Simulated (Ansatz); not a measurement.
Cost and result up the ladder for the cluster Hf₂S₃ (5 atoms). Charge 0, multiplicity 1. Geometry: r2SCAN-D4/def2-SVP.

```xyz
5

Hf   -1.174   -0.733   -0.174
Hf    1.311   -0.334   -0.339
S    -0.134   -0.112   -2.288
S     0.176   -0.264    2.013
S    -0.179    1.444    0.787
```

Ansatz on 4 threads of Intel Xeon Platinum 8259CL on a shared host. Times are rough, and most runs start from the orbitals of an earlier one. No level here is sound enough to serve as a yardstick. Binding counts from free atoms at the same level (Hf triplet, S triplet; other spins of the atoms weren't run), without zero-point energy or a counterpoise term.

In the def2 sets Hf takes a core potential; there is no spin–orbit coupling. Correlated methods freeze 15 core orbitals; core or outer-core shells of Hf are correlated, in sets that lack core-valence functions. No other spin state of charge 0 was run. Another isomer (singlet) lies 3.18 eV lower at PBE0-D4/def2-TZVP; other spin states weren't run for this one.

Run but left out: BHLYP-D4/def2-TZVP (restricted singlet, unstable in another Hartree–Fock run and untested here); CCSD(T)/def2-TZVP (restricted singlet, unstable towards broken spin symmetry).

Correlated methods converge slowly with the basis.

```json
{"level": "PBE-D4/def2-SVP", "functions": "118", "wall time": "2.4 s"}
{"level": "PBE0-D4/def2-SVP", "functions": "118", "wall time": "3.9 s"}
{"level": "PBE-D4/def2-TZVP (with forces)", "functions": "191", "wall time": "4.6 s"}
{"level": "PBE0-D4/def2-TZVP", "functions": "191", "wall time": "5.5 s"}
{"level": "RPA@PBE/def2-TZVP", "functions": "191", "wall time": "6.5 s"}
{"level": "r2SCAN-D4/def2-TZVP", "functions": "191", "wall time": "7.5 s"}
{"level": "B97M-V/def2-TZVP", "functions": "191", "wall time": "11 s"}
{"level": "ωB97X-V/def2-TZVP", "functions": "191", "wall time": "15 s"}
```

(1) Estimate what each level gives for the binding energy per atom (eV).

Answers

(1) 
```tsv
level	binding energy per atom (eV)	remarks
PBE-D4/def2-SVP	3.97	restricted SCF unstable in HF
PBE0-D4/def2-SVP	3.72	restricted SCF unstable in HF
PBE-D4/def2-TZVP (with forces)	4.04	restricted SCF unstable in HF
PBE0-D4/def2-TZVP	3.82	restricted SCF unstable in HF
RPA@PBE/def2-TZVP	3.39	restricted SCF unstable in HF
r2SCAN-D4/def2-TZVP	3.90	restricted SCF unstable in HF
B97M-V/def2-TZVP	3.83	restricted SCF unstable in HF
ωB97X-V/def2-TZVP	3.69	restricted SCF unstable in HF
```
